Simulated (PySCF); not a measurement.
**Radial density of Te⁺ (tellurium, charge +1)**

LC-wPBE, [Kr] 4d10 5s2 5p3, high-spin 4S determinant. All numbers are calculated (PySCF 2.14, no relativity, point nucleus, in dyall-av2z (22s16p12d, 130 functions)).

```json
{"r (bohr)": "0.000534", "4πr²ρ (e/bohr)": "0.3362", "4πr²(ρα − ρβ)": "0.0000"}
{"r (bohr)": "0.000898", "4πr²ρ (e/bohr)": "0.9160", "4πr²(ρα − ρβ)": "0.0000"}
{"r (bohr)": "0.00151", "4πr²ρ (e/bohr)": "2.432", "4πr²(ρα − ρβ)": "0.0000"}
{"r (bohr)": "0.00254", "4πr²ρ (e/bohr)": "6.180", "4πr²(ρα − ρβ)": "-0.0001"}
{"r (bohr)": "0.00427", "4πr²ρ (e/bohr)": "14.60", "4πr²(ρα − ρβ)": "-0.0002"}
{"r (bohr)": "0.00719", "4πr²ρ (e/bohr)": "30.54", "4πr²(ρα − ρβ)": "-0.0003"}
{"r (bohr)": "0.0121", "4πr²ρ (e/bohr)": "52.24", "4πr²(ρα − ρβ)": "0.0008"}
{"r (bohr)": "0.0203", "4πr²ρ (e/bohr)": "65.33", "4πr²(ρα − ρβ)": "0.0078"}
{"r (bohr)": "0.0342", "4πr²ρ (e/bohr)": "58.77", "4πr²(ρα − ρβ)": "0.0317"}
{"r (bohr)": "0.0576", "4πr²ρ (e/bohr)": "67.16", "4πr²(ρα − ρβ)": "0.0630"}
{"r (bohr)": "0.0968", "4πr²ρ (e/bohr)": "84.71", "4πr²(ρα − ρβ)": "0.0182"}
{"r (bohr)": "0.163", "4πr²ρ (e/bohr)": "61.71", "4πr²(ρα − ρβ)": "0.0246"}
{"r (bohr)": "0.274", "4πr²ρ (e/bohr)": "70.28", "4πr²(ρα − ρβ)": "0.1055"}
{"r (bohr)": "0.461", "4πr²ρ (e/bohr)": "26.23", "4πr²(ρα − ρβ)": "0.0751"}
{"r (bohr)": "0.775", "4πr²ρ (e/bohr)": "26.54", "4πr²(ρα − ρβ)": "0.1827"}
{"r (bohr)": "1.30", "4πr²ρ (e/bohr)": "8.604", "4πr²(ρα − ρβ)": "0.3641"}
{"r (bohr)": "2.19", "4πr²ρ (e/bohr)": "3.024", "4πr²(ρα − ρβ)": "1.6180"}
{"r (bohr)": "3.69", "4πr²ρ (e/bohr)": "0.5265", "4πr²(ρα − ρβ)": "0.4005"}
{"r (bohr)": "6.20", "4πr²ρ (e/bohr)": "0.009608", "4πr²(ρα − ρβ)": "0.0090"}
{"r (bohr)": "10.4", "4πr²ρ (e/bohr)": "5.914e-05", "4πr²(ρα − ρβ)": "0.0001"}
```

A non-relativistic calculation at this Z misses sizeable relativistic shifts.
